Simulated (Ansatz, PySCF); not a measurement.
Gas-phase reaction in SMILES: C[SiH](C)OC=O + C (CH4) + O (H2O) + 2 [SiH4] (SiH4) -> C=O (CH2O) [formaldehyde] + CO (CH4O) [methanol] + 2 C[SiH3] [methylsilane] + O[SiH3] [hydroxysilane]
Structures are relaxed separately at B3LYP-D3(BJ)/def2-TZVP in Ansatz (an electronic-structure program), one conformer each, not searched for the lowest.
Geometry of the first species:
```xyz
14

C     -0.8197     1.8291    -0.0673
Si    -0.6109     0.1485     0.7038
C     -1.6202    -1.1749    -0.1283
O      1.0430    -0.2923     0.7050
C      1.7474    -0.4573    -0.4134
O      1.3232    -0.3216    -1.5300
H     -0.1737     2.5658     0.4140
H     -0.5785     1.7994    -1.1303
H     -1.8529     2.1676     0.0434
H     -0.8992     0.1959     2.1536
H     -1.3855    -1.2289    -1.1917
H     -1.4312    -2.1529     0.3183
H     -2.6860    -0.9585    -0.0200
H      2.7850    -0.7384    -0.1861
```

Quantity: bond separation energy (enthalpy at 298 K, with B3LYP-D3(BJ) rigid-rotor harmonic-oscillator terms from PySCF), in kcal/mol. Correlated levels leave the core frozen unless marked. Spin-orbit coupling is left out. No relativistic terms. Basis-set limits of correlation are two-point, X^-3; Hartree-Fock from the larger set. [CCSD(T)-MP2]/basis is that difference in the basis named.

| level | program | bond separation energy (kcal/mol) |
|---|---|---|
| wB97X-V/def2-TZVPD | Ansatz | 39.4 |
| RPA@PBE/cc-pV(Q+d)Z | Ansatz | 36.2 |
| MP2/6-31G* | Ansatz | 43.7 |
| MP2/aug-cc-pV(T+d)Z | Ansatz | 40.8 |

Task: What does RI-MP2/CBS(cc-pV(T+d)Z,cc-pV(Q+d)Z)+[CCSD(T)-MP2]/cc-pV(T+d)Z (Ansatz) give?

Result: 38.8 kcal/mol
